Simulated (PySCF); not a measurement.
Vibration and rotation of GeP

ROHF-CCSD(T) constants of GeP, ²Π (doublet), unpaired electrons π ↑ (Ge cc-pVDZ-PP with ECP10, P cc-pV(D+d)Z; scalar-relativistic core potentials (PySCF 2.14); masses 73.9212 and 30.9738 u):

| Quantity | Value |
| --- | --- |
| ωe | 458.9 cm⁻¹ |
| ωexe | 1.75 cm⁻¹ |
| Be | 0.16159 cm⁻¹ |
| αe | 0.000764 cm⁻¹ |
| D (centrifugal) | 8.01e-08 cm⁻¹ |
| De to Ge + P | 2.59 eV |

Task: Give the vibrational terms G(v) and spacings up to v = 6.

Result: G(v) = ωe(v+½) − ωexe(v+½)².

| v | G(v) (cm⁻¹) | G(v) − G(v−1) | Bv (cm⁻¹) |
| --- | --- | --- | --- |
| 0 | 229.0 |  | 0.1612 |
| 1 | 684.4 | 455.4 | 0.1604 |
| 2 | 1136.3 | 451.9 | 0.1597 |
| 3 | 1584.7 | 448.4 | 0.1589 |
| 4 | 2029.6 | 444.9 | 0.1582 |
| 5 | 2471.0 | 441.4 | 0.1574 |
| 6 | 2908.9 | 437.9 | 0.1566 |

Task: How well does the Morse estimate ωe²/(4ωexe) reproduce De, and what is D0?

Result: It gives 3.73 eV, 144 % of the computed De. D0 = De − G(0) = 2.59 − 0.03 = 2.56 eV.

Correlated steps freeze 9 core orbitals. Correlated levels converge slowly with the basis: in double zeta they bind strong bonds too weakly, by up to about 1 eV, and carry superposition errors of some tenths. Spin–orbit coupling is left out. The state is the lowest determinant that a PBE0 search found; another state may lie lower at other levels.
